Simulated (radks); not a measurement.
Pr, configuration [Xe] 4f3 6s2.

Calculated with a radial shooting solver on a logarithmic mesh with Libxc functionals: Dirac Kohn-Sham, PBE, spin-unpolarised, spherical densities, finite nucleus; open shells fill j = l - 1/2 first; Fermi nuclear charge, rms radius 4.8919 fm.

Energy parts (eV):
total: -251492.06
kinetic: 270479.29
electron-nucleus: -613659.42
Hartree: 97583.93
exchange-correlation: -5895.86

Orbitals (lengths in bohr, moments of r in powers of bohr; <r^-3> diverges for s and p1/2; r(max) is where P^2 peaks; r(90%) holds 90 % of the orbital's charge):
| orbital | occ. | eigenvalue (eV) | <1/r> | <r^-3> | r(max) | r(90%) | small-component weight |
|---|---|---|---|---|---|---|---|
| 1s1/2 | 2 | -41774.29 | 64.69 | - | 0.01541 | 0.0435 | 4.78e-02 |
| 2s1/2 | 2 | -6717.479 | 15.28 | - | 0.08741 | 0.159 | 1.04e-02 |
| 2p1/2 | 2 | -6348.959 | 15.26 | - | 0.06651 | 0.142 | 1.04e-02 |
| 2p3/2 | 4 | -5866.727 | 13.77 | 7510 | 0.07186 | 0.150 | 9.80e-03 |
| 3s1/2 | 2 | -1449.053 | 5.526 | - | 0.2493 | 0.400 | 3.21e-03 |
| 3p1/2 | 2 | -1292.266 | 5.440 | - | 0.2361 | 0.393 | 3.15e-03 |
| 3p3/2 | 4 | -1196.725 | 5.067 | 1529 | 0.2476 | 0.410 | 2.97e-03 |
| 3d3/2 | 4 | -923.0963 | 4.934 | 251.9 | 0.1986 | 0.384 | 2.85e-03 |
| 3d5/2 | 6 | -902.5044 | 4.840 | 228.3 | 0.2019 | 0.389 | 2.80e-03 |
| 4s1/2 | 2 | -287.9013 | 2.290 | - | 0.5794 | 0.895 | 9.92e-04 |
| 4p1/2 | 2 | -229.2263 | 2.185 | - | 0.5878 | 0.932 | 9.23e-04 |
| 4p3/2 | 4 | -208.6731 | 2.062 | 329.9 | 0.6125 | 0.972 | 8.63e-04 |
| 4d3/2 | 4 | -112.3418 | 1.840 | 45.08 | 0.6313 | 1.09 | 7.13e-04 |
| 4d5/2 | 6 | -108.7367 | 1.810 | 40.41 | 0.6394 | 1.10 | 6.97e-04 |
| 5s1/2 | 2 | -38.9129 | 0.8796 | - | 1.354 | 2.17 | 2.10e-04 |
| 5p1/2 | 2 | -23.3627 | 0.7701 | - | 1.487 | 2.50 | 1.64e-04 |
| 5p3/2 | 4 | -20.5856 | 0.7260 | 44.03 | 1.558 | 2.64 | 1.49e-04 |
| 6s1/2 | 2 | -3.4565 | 0.2782 | - | 3.866 | 6.63 | 2.28e-05 |
| 5d3/2 | 0 | -2.1070 | 0.4100 | 2.072 | 2.242 | 5.40 | 4.86e-05 |
| 5d5/2 | 0 | -1.9477 | 0.3978 | 1.784 | 2.295 | 5.58 | 4.57e-05 |
| 6p1/2 | 0 | -1.3580 | 0.2080 | - | 4.941 | 8.97 | 1.23e-05 |
| 4f5/2 | 3 | -1.3359 | 1.181 | 4.294 | 0.6899 | 2.16 | 3.33e-04 |
| 6p3/2 | 0 | -1.1963 | 0.1976 | 2.582 | 5.178 | 9.43 | 1.12e-05 |
| 4f7/2 | 0 | -0.9983 | 1.163 | 4.133 | 0.6952 | 2.23 | 3.25e-04 |

The highest occupied level is 4f5/2 at -1.336 eV. The configuration is held as typed, so some empty levels lie below it. The density falls to 0.001 e/bohr^3 at r = 5.40 bohr. The electron density at the nucleus is 4.169e+05 e/bohr^3. For comparison, the ionisation energy in NIST's Atomic Spectra Database is 5.470 eV (semi-empirical). In exact Kohn-Sham theory the highest level is minus the ionisation energy, but local and semilocal functionals leave it too shallow, through self-interaction and a potential that decays too fast; potentials with the right tail come closer. Summed over all electrons, <r^2> = 90.32 bohr^2, which gives a Langevin (diamagnetic) susceptibility term of -71.5 x 10^-6 cm^3/mol.

Beside tabulated values, note that spin-unpolarised runs miss the spin-polarisation part of the exchange energy of open shells.
